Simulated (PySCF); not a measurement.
Computed IR spectrum (relative IR intensity) of a molecule CH₆Cl₂Si₂. The structure is a stationary point at PBE-D3(BJ)/def2-SVP. Other conformers were not sampled. All values below come from PySCF with PBE-D3(BJ)/def2-SVP. Frequencies are harmonic and unscaled.

| ν (cm⁻¹) | relative intensity |
|---|---|
| 176 | 3.0 |
| 194 | 6.6 |
| 379 | 5.3 |
| 484 | 23 |
| 490 | 4.3 |
| 517 | 43 |
| 557 | 40 |
| 716 | 30 |
| 768 | 100 |
| 774 | 31 |
| 834 | 63 |
| 897 | 23 |
| 900 | 23 |
| 1212 | 12 |
| 1371 | 5.7 |
| 2153 | 31 |
| 2168 | 46 |
| 2182 | 37 |

Question: Which molecule gave these data?
(A) Cl[SiH2]C[SiH2]Cl
(B) [SiH3]C[SiH](Cl)Cl
(C) C[Si]([SiH3])(Cl)Cl
(D) C[SiH2][SiH](Cl)Cl

Answer: C, C[Si]([SiH3])(Cl)Cl
